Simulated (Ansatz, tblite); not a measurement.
Forces on the cluster Mo2O2⁺ at its PBE0-D4/def2-TZVP geometry. The state is a doublet with charge 1.

In the def2 sets Mo takes a core potential; there is no spin–orbit coupling. The xTB rows come from tblite. At PBE-D4/def2-TZVP the charge 1 doublet is spin-contaminated (final ⟨S²⟩ up to 3.27, 0.75 for a pure state). The geometry of the doublet was relaxed on an unsound state (⟨S²⟩ 3.57, where a pure state has 0.75). At PBE-D4/def2-TZVP a quartet of charge 1 lies 0.45 eV below the doublet, each at its own geometry. The structure comes from a short search, and lower isomers may exist.

GFN1-xTB (tblite), largest force 4.25 eV/Å:

```xyz
4
positions Å, forces eV/Å
Mo    1.037    0.703    0.775   -2.988   -2.028   -2.232
Mo   -0.961   -0.652   -0.718    2.631    1.785    1.965
O     0.425   -1.122    0.348   -0.062    0.691   -0.062
O    -0.501    1.071   -0.405    0.419   -0.448    0.329
```

GFN2-xTB (tblite), largest force 2.26 eV/Å:

```
Mo -1.213 -0.823 -0.906
Mo 1.594 1.082 1.191
O -0.439 0.458 -0.344
O 0.057 -0.717 0.059
```

PBE-D4/def2-TZVP (Ansatz), largest force 0.70 eV/Å:

```
Mo -0.163 -0.110 -0.122
Mo -0.496 -0.336 -0.370
O 0.393 0.071 0.298
O 0.265 0.376 0.194
```
